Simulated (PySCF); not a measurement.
MgF, SMILES [F][Mg+], charge +1. Atoms are numbered in the order given.

```xyz
2

Mg     0.0000     0.0000    -0.7371
F      0.0000     0.0000     0.9828
```
Charge +1, spin multiplicity 1.

The structure is a stationary point at PBE-D3(BJ)/def2-TZVPD. The multiplicity is an assumed one; other spin states were not compared.

Method: PBE-D3(BJ)/def2-TZVPD run with PySCF 2.14.0.

Frequencies are harmonic and unscaled.

Computed harmonic wavenumbers and intensities:
| mode | ν (cm⁻¹) | IR (km/mol) | moving atoms (share of kinetic energy) |
|---|---|---|---|
| 1 | 780 | 61.3 | F 56 %, Mg 44 % |
